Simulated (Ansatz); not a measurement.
`C#CC[SiH2][GaH2]` + `N[SiH3]` → `[SiH3]N[SiH2][GaH2]` + `C#CC` at 298.15 K and 1 bar (ligand exchange at the Si–C bond).

Isolated molecules relaxed with PBE0-D4/def2-TZVP in Ansatz; ΔE leaves out vibrations. CBS: MP2 limit from def2 TZ/QZ plus the TZ coupled-cluster correction, frozen cores. This one scheme is used for every species. For Ga outer-core shells are correlated without core-valence functions, which leaves a few kJ/mol of doubt a bond. Scalar relativity is left out up to krypton. One conformer a species, not always the lowest.

```tsv
species	CCSD(T)/CBS energy (Eh)	H − E (kJ/mol)	S (J/(mol·K))
`C#CC[SiH2][GaH2]`	-2331.31162	226.2	370.5
`N[SiH3]`	-346.80422	145.7	264.3
`[SiH3]N[SiH2][GaH2]`	-2561.63827	214.1	385.9
`C#CC`	-116.49627	159.2	246.7
```

H − E and S are ideal-gas, rigid-rotor, harmonic terms from PBE0-D4/def2-TZVP, for one conformer and one mirror image of each species. 1 Eh = 2625.50 kJ/mol, R = 8.31446 J/(mol·K).

Question: By hand: ΔE, ΔH, ΔS and ΔG.

Answer: ΔE = (-2561.63827) + (-116.49627) − (-2331.31162) − (-346.80422) = -0.01870 Eh = -49.1 kJ/mol. Δ(H − E) = 214.1 + 159.2 − 226.2 − 145.7 = 1.4, so ΔH = -47.7 kJ/mol. ΔS = 385.9 + 246.7 − 370.5 − 264.3 = -2.2 J/(mol·K). ΔG = -47.7 − 298.15 × (-2.2)/1000 = -47.0 kJ/mol.

Question: By hand: the equilibrium constant, and the temperature at which ΔG would vanish if ΔH and ΔS stayed fixed.

Answer: log₁₀ K = −ΔG/(RT ln 10) = 8.2. ΔG = 0 at ΔH/ΔS = 21682 K, far beyond where these terms or the molecules hold.

The number of gas molecules stays the same, so ΔS is small and ΔH decides. A doubt of 5 kJ/mol in ΔE shifts log₁₀ K by 0.9 here. Other conformers and mirror images would add mixing entropy, several J/(mol·K) or more a flexible species. Modes under 60 cm⁻¹, often nearly free rotors, make the harmonic entropy too high. These are equilibria of isolated gas molecules and say nothing of rates. Largest T1 diagnostic: 0.013 (customary marks: 0.02 for closed shells, 0.045 for open ones).
